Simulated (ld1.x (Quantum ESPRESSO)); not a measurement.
**Scattering properties, PAW potential for iridium**

* Element: Ir
* Generator: ld1.x (Quantum ESPRESSO) 7.5
* Type: PAW
* Functional: BP86
* Relativity: scalar-relativistic
* Frozen core: [Xe]
* Valence charge: 23
* Reference configuration: 4f14 5d7 6s1 6p0 (charge +1)
* Partial waves: 6s (bound): rcut 2.45, rcutus 2.80 bohr; 6s channel at 0.4 Ry: rcut 2.45, rcutus 2.80 bohr; 6p (bound, empty): rcut 2.90, rcutus 3.40 bohr; 6p channel at -0.05 Ry: rcut 2.90, rcutus 3.40 bohr; 5d (bound): rcut 2.40, rcutus 2.70 bohr; 5d channel at 0.4 Ry: rcut 2.40, rcutus 2.70 bohr; 4f (bound): rcut 0.50, rcutus 0.65 bohr; 4f channel at -2.65 Ry: rcut 0.50, rcutus 0.65 bohr
* Local potential: all-electron potential smoothed inside 0.55 bohr (lloc = -2)
* Core correction: Bessel-smoothed model core, default radius (core density twice the valence density)
* Augmentation charge: BESSEL, radius 0.55 bohr

The phase is arctan(r·u′/u) with u = r·R(r), unwrapped; energies in Ry, scanned from -7 to 5 Ry. A pole is an energy at which the radial function vanishes at the test radius. The pseudo phase is shifted by a multiple of π to meet the all-electron one at the reference energy, and phase errors are pseudo minus all-electron; the curves can meet again beyond the range given. Levels narrower than the energy grid can be missing from the lists of poles.

For each channel, where are the poles, and over which energies does the pseudopotential scatter like the atom?

```
channel  radius (bohr)  reference energy (Ry)  poles, all-electron  poles, pseudo  unbroken range about the reference energy with phases within 0.05 rad  phase error 1 Ry above the reference energy (rad)
      s           3.71                  -1.01          -0.65, 3.21          -0.65                                                              below 3.5                                             +0.000
      d           3.71                  -1.14          -1.08, 1.81    -1.08, 3.18                                                           -1.2 to -0.6                                             +0.210
      f           3.71                  -5.19           1.42, 4.49     1.45, 4.67                                                              below 2.3                                             +0.000
```

The ghost test of this file was not conclusive. Its overlap operator is not positive definite in a basis up to 400 Ry (lowest eigenvalue s -3.25, p -0.46, d -4.68), so the file is unfit for use: the generalised eigenproblem breaks down once the basis is large enough, and its test numbers describe a broken file.

Phases in the s channel:

```json
{"E (Ry)": "-7.00", "all-electron": "1.462", "pseudo": "1.462"}
{"E (Ry)": "-6.48", "all-electron": "1.457", "pseudo": "1.457"}
{"E (Ry)": "-5.96", "all-electron": "1.451", "pseudo": "1.451"}
{"E (Ry)": "-5.44", "all-electron": "1.444", "pseudo": "1.444"}
{"E (Ry)": "-4.92", "all-electron": "1.436", "pseudo": "1.436"}
{"E (Ry)": "-4.40", "all-electron": "1.426", "pseudo": "1.426"}
{"E (Ry)": "-3.88", "all-electron": "1.413", "pseudo": "1.413"}
{"E (Ry)": "-3.36", "all-electron": "1.395", "pseudo": "1.395"}
{"E (Ry)": "-2.84", "all-electron": "1.370", "pseudo": "1.370"}
{"E (Ry)": "-2.32", "all-electron": "1.329", "pseudo": "1.329"}
{"E (Ry)": "-1.80", "all-electron": "1.234", "pseudo": "1.234"}
{"E (Ry)": "-1.28", "all-electron": "0.594", "pseudo": "0.595"}
{"E (Ry)": "-0.76", "all-electron": "-1.508", "pseudo": "-1.508"}
{"E (Ry)": "-0.24", "all-electron": "-1.711", "pseudo": "-1.711"}
{"E (Ry)": "0.28", "all-electron": "-1.870", "pseudo": "-1.869"}
{"E (Ry)": "0.80", "all-electron": "-2.325", "pseudo": "-2.325"}
{"E (Ry)": "1.32", "all-electron": "-4.025", "pseudo": "-4.024"}
{"E (Ry)": "1.84", "all-electron": "-4.489", "pseudo": "-4.488"}
{"E (Ry)": "2.36", "all-electron": "-4.617", "pseudo": "-4.613"}
{"E (Ry)": "2.88", "all-electron": "-4.682", "pseudo": "-4.672"}
{"E (Ry)": "3.40", "all-electron": "-4.728", "pseudo": "-4.689"}
{"E (Ry)": "3.92", "all-electron": "-4.769", "pseudo": "-4.581"}
{"E (Ry)": "4.44", "all-electron": "-4.818", "pseudo": "-4.410"}
{"E (Ry)": "4.96", "all-electron": "-4.897", "pseudo": "-4.551"}
```
